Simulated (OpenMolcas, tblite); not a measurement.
## A ladder of methods for GeCNClF (SMILES N#[C][Ge]([F])[Cl])

GeCNClF has 5 atoms, charge 0, and is taken as a doublet. As SMILES, `N#[C][Ge]([F])[Cl]`. Geometry: relaxed at PBE0-D4/def2-TZVP.

Each level gives the dipole moment (D). The values are calculated.

| level | kind | program | value (D) | CPU time |
| --- | --- | --- | --- | --- |
| GFN1-xTB | semi-empirical | tblite | 3.03 | under 2 s |
| UHF/cc-pVDZ | Hartree–Fock | OpenMolcas | 2.98 | 20 s |
| USVWN5/cc-pVDZ | LDA | OpenMolcas | 2.30 | 43 s |
| U-revPBE/cc-pVDZ | GGA | OpenMolcas | 2.32 | 50 s |
| UBLYP/cc-pVDZ | GGA | OpenMolcas | 2.32 | 61 s |
| U-r2SCAN/cc-pVDZ | meta-GGA | OpenMolcas | 2.47 | 61 s |
| UPBE0/cc-pVDZ | global hybrid | OpenMolcas | 2.52 | 59 s |

All-electron rows without a relativistic Hamiltonian named are non-relativistic. The values span 2.30 to 3.03 D. Magnitudes only. CPU times are rough (shared hosts, several kinds of processor): they show what a rung costs within a factor of a few.
